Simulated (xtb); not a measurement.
A run for xtb: GFN2-xTB on NiTe, 2S+1 = 1, a spin state set in the input, which need not be the lowest, a point of a bond scan (R = 2.158 Å).

```
$ xtb mol.xyz --gfn 2 --sp --chrg 0 --uhf 0
2

Ni     0.00000000     0.00000000     0.00000000
Te     0.00000000     0.00000000     2.15830900
```

Problem. Predict the final total energy.

Solution. -7.7850 hartree.
